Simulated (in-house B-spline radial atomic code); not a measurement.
Br²⁺. Computed with a B-spline radial atomic code. Model: all-electron spherical atom, spin shells full or empty, radial basis limit, no spin-orbit coupling, Breit or QED, empty-state partial waves extrapolated as (l+1/2)^-4, RPA, G0W0 and static COHSEX of the highest shell as one setting changes (uncorrelated shells keep exact exchange).

Empty levels are discrete states of a finite basis, so the steps are uneven.

Given: element Br; charge 2; filled core Ar; hamiltonian one-electron scalar X2C; mean-field start Hartree-Fock; highest l of empty states 9; nuclear rms radius 4.1629 fm; lowest nl shells left uncorrelated 0; highest mean-field shell 4p up; box radius 17.55 bohr.

Shell: 3d 5 5, 4s 1 1, 4p 3 0 (electrons up and down).

```tsv
highest empty level kept (hartree)	RPA correlation energy (hartree)	G0W0 level (eV)	G0W0 minus most complete (meV)	COHSEX level (eV)	linearised minus solved G0W0 (meV)
3	-0.2166	-35.169	540.6	-35.961	0
6	-0.36221	-35.354	355.1	-36.353	0
10.5	-0.51998	-35.47	239.3	-36.597	0
18	-0.82032	-35.561	148	-36.804	-0.1
30	?	?	?	?	?
54	-1.3612	-35.652	57.9	-37.038	-0.1
90	-1.5869	-35.672	37.3	-37.101	-0.1
180	-1.7851	-35.688	21.4	-37.145	-0.1
360	-1.9629	-35.699	10.1	-37.177	-0.1
750	?	?	?	?	?
1800	-2.1759	-35.709	1	-37.203	-0.1
6000	-2.2215	-35.709	0	-37.205	-0.1
```

Problem. What follows for highest empty level kept = 30?

Solution. RPA correlation energy -1.0595 hartree; G0W0 level -35.61 eV; G0W0 minus most complete 99.3 meV; COHSEX level -36.925 eV; linearised minus solved G0W0 -0.1 meV.

Problem. What follows for highest empty level kept = 750?

Solution. RPA correlation energy -2.0886 hartree; G0W0 level -35.706 eV; G0W0 minus most complete 3.5 meV; COHSEX level -37.196 eV; linearised minus solved G0W0 -0.1 meV.
